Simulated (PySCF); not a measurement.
**Electric field gradients and quadrupole coupling constants**

Compound: C6H13N.
Structure used (GFN2-xTB), in Å, numbered top down from 1:
```xyz
20
C6H13N angstrom
C      2.5066   -0.8999    0.3497
C      1.1495   -0.2931    0.6840
C      0.3822    0.1019   -0.5833
C     -0.9453    0.7344   -0.2327
C     -0.9176    2.2186   -0.0342
N     -2.0488    0.1456   -0.0817
C     -2.2098   -1.2713   -0.2549
H      3.1186   -0.1852   -0.1969
H      2.3897   -1.7900   -0.2649
H      3.0336   -1.1778    1.2596
H      1.2933    0.5907    1.3097
H      0.5588   -1.0097    1.2588
H      0.9825    0.8108   -1.1572
H      0.2233   -0.7891   -1.1953
H     -0.1578    2.4876    0.6973
H     -1.8891    2.5646    0.3042
H     -0.6684    2.7114   -0.9730
H     -1.9072   -1.6016   -1.2536
H     -1.6319   -1.8397    0.4783
H     -3.2673   -1.4974   -0.1169
```

Field gradients from the PBE0/pcSseg-1 density (PySCF, non-relativistic), principal values in atomic units, ordered |Vxx| ≤ |Vyy| ≤ |Vzz|:

| atom | Vxx | Vyy | Vzz |
| --- | --- | --- | --- |
| N6 | 0.4500 | 0.6309 | -1.0808 |

Find the asymmetry η = (Vxx − Vyy)/Vzz and the couplings χ = eQV/h (234.96 MHz × Q in barn × V in au), with Q(14N) = 0.02044 b.

```csv
atom,environment,nucleus,η,χzz (MHz),χxx (MHz),χyy (MHz)
N6,imine nitrogen,14N,0.17,-5.19,2.16,3.03
```

What is Vzz at N6 in SI units (1 au = 9.71736 × 10²¹ V/m²)?

-1.0808 au = -10.503 × 10²¹ V/m².

Were the hydrogens deuterons (Q(2H) = 0.00286 b), χzz would run from 202 kHz (H18) to 213 kHz (H16 and H10).

One conformer (not necessarily the lowest) at the GFN2-xTB geometry, without solvent, vibrations or thermal averaging. GFN2-xTB bond lengths can be off by several hundredths of an ångström, more for odd bonds, and the gradients follow them. A larger basis could move these couplings by a tenth or more.
